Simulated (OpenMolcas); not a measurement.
**Fe2+: moving or changing the point charges**

Fe2+ among 6 point charges of -2 e arranged as an octahedron (Oh), 2.01 Å from the ion.

- Program: OpenMolcas 26.06
- Method: CASSCF
- Basis: ANO-RCC-VDZP [5s4p2d1f]
- Scalar Hamiltonian: DKH2, point nucleus
- Active space: 6 electrons in 5 orbitals (3d)
- State averaging: 2S+1 = 5 even, 5 roots; 2S+1 = 3 even, 45 roots; 2S+1 = 1 even, 50 roots
- Spin-orbit coupling: state interaction with AMFI integrals over the reference wave functions

Runs around this geometry, states (labels of O, the rotations of Oh). Energies in cm-1 above the lowest state or level, χT in cm3 K/mol; under a threefold ground state the first gap can be a small split of the lowest multiplet, not the spin-orbit step.

```csv
R (Å),q (e),Ground state,First state of that spin,First gap with spin-orbit (degeneracies),χT at 300 K,First state of another spin
2.01,-1.3,5T2,5E 4226,"186.1 (3, 2)",4.239,3T1 20614
1.88,-2,5T2,5E 8715,"188.5 (3, 2)",4.097,3T1 18019
2.01,-2,5T2,5E 6533,"189.4 (3, 2)",4.146,3T1 19370
2.12,-2,5T2,5E 5177,"188.3 (3, 2)",4.192,3T1 20172
```

Taking the first state of the same spin as R^-n, n = -ln(5177 / 8715) / ln(2.12 / 1.88) = 4.3 between the shortest and longest distance.

Scaling the charges by -1.3 / -2 = 0.65 scales the first state of the same spin by 4226 / 6533 = 0.65; with fixed orbitals a first-order splitting would follow the charge.

An orbital triplet at a regular site is open to Jahn-Teller coupling, which can distort the site and quench the lowest spin-orbit gaps and is left out. Without dynamic correlation the repulsion within the d shell is too large (B by tens of per cent), so at a given field states of lower spin stand too high. The ground term spreads over less than 5000 cm-1, several times less than with real ligands, so orbital moments are less quenched and χT lies further from the spin-only value than at real sites (holds for R = 2.01, q = -1.3). This is an electrostatic model: the charges have no orbitals. No measured value stands beside these numbers.
